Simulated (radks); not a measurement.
Question: All-electron atom: Zr4+ in [Kr]. All-electron calculation, scalar-relativistic Kohn-Sham, LDA (Slater exchange, VWN5 correlation), spin-polarised, spherical densities, finite nucleus; Fermi nuclear charge, rms radius 4.2694 fm. Program: a radial shooting solver on a logarithmic mesh with Libxc functionals. Some entries of the table are withheld. Estimate them.

orbital  occ.  eigenvalue (hartree)  r(max) (bohr)
1s          2             -655.6702        0.02417
2s          2                   (1)            (2)
2p          6             -82.49945         0.1095
3s          2                   (3)         0.4086
3p          6             -13.23680         0.4024
3d         10              -8.00917            (4)
4s          2              -3.51618          1.068
4p          6              -2.68052          1.160

Answer: 
(1) 2s eigenvalue (hartree): -92.24605
(2) 2s r(max) (bohr): 0.1372
(3) 3s eigenvalue (hartree): -16.41177
(4) 3d r(max) (bohr): 0.3464
